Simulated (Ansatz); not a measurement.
CH3Te (SMILES C[Te]) moved off its minimum; all values from Ansatz (an electronic-structure program), cores frozen in correlated methods. Open shells are unrestricted. Elements past Kr take the def2 small-core potentials, without spin–orbit coupling.
(charge 0, multiplicity 2)
```xyz
5

C     -1.84221    -0.02755     0.06475
Te     0.35018    -0.02909     0.02730
H     -2.11354    -0.82143    -0.62772
H     -2.21204    -0.27657     1.03472
H     -2.21763     0.92367    -0.20057
```

Forces at wB97M-V/def2-TZVPP (eV/Å):

| atom | Fx | Fy | Fz |
|---|---|---|---|
| C1 | 1.217 | -0.746 | -0.087 |
| Te2 | -0.766 | 0.041 | 0.101 |
| H3 | -0.158 | 0.192 | -0.089 |
| H4 | 0.004 | -0.312 | 0.664 |
| H5 | -0.296 | 0.825 | -0.590 |

Problem. Give the forces (eV/Å), the total energy and the dipole at MP2/def2-TZVPPD.

Solution. 
| atom | Fx | Fy | Fz |
|---|---|---|---|
| C1 | 1.098 | -0.765 | -0.072 |
| Te2 | -0.659 | 0.040 | 0.099 |
| H3 | -0.152 | 0.200 | -0.100 |
| H4 | 0.012 | -0.315 | 0.680 |
| H5 | -0.299 | 0.840 | -0.607 |
Energy -306.9146 hartree, dipole 1.10 D.
